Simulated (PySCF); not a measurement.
Radial density of Ag (silver, neutral)

UHF, [Kr] 4d10 5s1, 2S determinant. All numbers are calculated (PySCF 2.14, scalar relativity by spin-free X2C-1e, in ANO-RCC-VTZP (7s6p4d2f1g, 68 functions)).

```csv
r (bohr),4πr²ρ (e/bohr),4πr²(ρα − ρβ)
0.0269,58.35,0.0013
0.0452,51.39,-0.0005
0.0760,70.14,0.0054
0.128,66.76,-0.0065
0.215,52.88,-0.0111
0.362,52.51,0.0013
0.608,16.73,0.0121
1.02,17.66,-0.0912
1.72,5.339,0.1879
2.89,0.8764,0.3528
4.87,0.1412,0.1257
8.19,0.007000,0.0069
13.8,1.696e-05,0.0000
```

Densities and radii are taken from the X2C orbitals without a picture-change correction, which distorts them close to the nucleus.

Where is the radial spin density 4πr²(ρα − ρβ) most negative, and why is it negative at all?

Around r = 1.02 bohr, down to -0.0912 e/bohr: exchange with the open shell polarises the paired shells in an unrestricted calculation.
